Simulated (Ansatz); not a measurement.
Mulliken charges of `[OH][SnH2][Br]` from PBE/def2-TZVPP in Ansatz (PBE0-D4/def2-TZVP geometry).

| atom | x (Å) | y (Å) | z (Å) | charge (e) |
| --- | --- | --- | --- | --- |
| O1 | -1.484 | -0.349 | -0.301 | -0.491 |
| Sn2 | 0.265 | 0.377 | 0.179 | 0.848 |
| Br3 | 1.773 | -1.551 | 0.572 | -0.346 |
| H4 | -1.448 | -0.995 | -1.011 | 0.184 |
| H5 | 0.927 | 1.252 | -1.122 | -0.103 |
| H6 | 0.009 | 1.201 | 1.637 | -0.092 |

Problem. By hand: the dipole of these point charges (1 e Å = 4.8032 D).

Solution. Σ q r = (-0.023, 0.605, -0.119) e Å, of length 0.617 e Å = 2.96 D.

Problem. How does the dipole of the full density compare? (Best estimate.)

Solution. The calculation gave: (0.008, 0.282, -0.186) e Å, 1.62 D; the point charges give 1.83 times that, at 23° from its direction.

Point charges leave out the atoms' own dipoles, such as those of lone pairs, and Mulliken's split depends on the basis, so the two needn't agree.
